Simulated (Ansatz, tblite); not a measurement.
Cost and result up the ladder for B8P8H22, a nanocrystal cut from wurtzite BP (hydrogen-capped) (38 atoms). Charge 0, multiplicity 1. Geometry: PBE-D4/def2-SVP.

Cartesian coordinates in Å:
```
B 0.710 -3.049 -1.938
P 2.406 -2.228 -1.388
P -0.650 -1.747 -1.397
B -0.684 -1.465 0.541
B 2.260 -0.481 -0.532
P 1.073 -0.666 1.023
P -2.050 -0.172 1.093
B -2.084 0.094 3.034
B 0.880 1.071 1.923
P -0.311 0.828 3.449
B -0.415 -0.046 -2.351
P 1.313 0.737 -1.752
P -1.823 1.166 -1.761
B -1.822 1.536 0.152
B 1.121 2.519 -0.962
P -0.013 2.229 0.609
H 0.550 -4.086 -1.309
H 0.703 -3.178 -3.154
H 3.169 -3.092 -0.543
H 3.320 -2.105 -2.479
H -1.927 -2.272 -1.772
H -0.836 -2.526 1.127
H 3.342 -0.020 -0.206
H 1.717 -1.551 1.945
H -3.320 -0.706 0.706
H -2.203 -0.989 3.589
H -2.937 0.919 3.326
H 1.968 1.525 2.239
H 0.367 0.058 4.444
H -0.397 2.076 4.140
H -0.446 -0.207 -3.560
H 2.125 0.846 -2.923
H -3.093 0.626 -2.133
H -1.833 2.370 -2.528
H -2.700 2.328 0.452
H 2.217 2.926 -0.604
H 0.529 3.246 -1.754
H -0.222 3.486 1.254
```

Ansatz on 2 threads of AMD EPYC 7R13 on a shared host and a share (18 GiB) of an NVIDIA H100 80GB HBM3; xTB runs through tblite on one thread. Times are rough, summed over both states, and most runs start from the orbitals of an earlier one. PBE0-D4/def2-TZVP serves as the yardstick here, not as an exact answer. The other state is a doublet.

The xTB rows come from tblite. Single mean-field runs in def2-TZVP are fitted with def2-universal-jkfit.

Raw xTB energies of ions are shifted by several eV.

```tsv
level	functions	wall time	vertical IE (eV)	difference from PBE0-D4/def2-TZVP (eV)
GFN2-xTB	126	0.19 s	11.48	3.04
GFN1-xTB	148	0.31 s	12.37	3.93
PBE-D4/def2-TZVP	676	24 s	8.00	-0.44
PBE0-D4/def2-TZVP	676	1.8 min	8.44	0.00
```
